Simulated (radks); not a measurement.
Isoelectronic series with 16 electrons, all held in the configuration [Ne] 3s2 3p4, which need not be the ground one along the series. All-electron calculation, Dirac Kohn-Sham, PBE, spin-unpolarised, spherical densities, point nucleus; open shells fill j = l - 1/2 first. Program: a radial shooting solver on a logarithmic mesh with Libxc functionals. Total energies (hartree) and mean radii <r> (bohr):

ion	E (hartree)	3p3/2	3p1/2	3s1/2	2p3/2
S	-399.04893	2.076	2.066	1.695	0.4433
K3+	-599.04252	1.296	1.290	1.201	0.3506
Ti6+	-842.12504	0.9680	0.9626	0.9350	0.2898
Mn9+	-1128.50894	0.7776	0.7722	0.7671	0.2468
Ni12+	-1458.54493	0.6513	0.6457	0.6509	0.2149
Ga15+	-1832.67198	0.5609	0.5551	0.5652	0.1902
Se18+	-2251.40696	0.4927	0.4867	0.4992	0.1706
Rb21+	-2715.34379	0.4394	0.4330	0.4468	0.1546
Zr24+	-3225.15628	0.3965	0.3898	0.4041	0.1413
Tc27+	-3781.60294	0.3612	0.3541	0.3686	0.1301
Pd30+	-4385.53330	0.3316	0.3241	0.3385	0.1205
In33+	-5037.89562	0.3064	0.2985	0.3127	0.1122
Te36+	-5739.74613	0.2847	0.2764	0.2903	0.1049
Cs39+	-6492.2599	0.2658	0.2571	0.2706	0.09848
Ce42+	-7296.7435	0.2492	0.2401	0.2532	0.09279
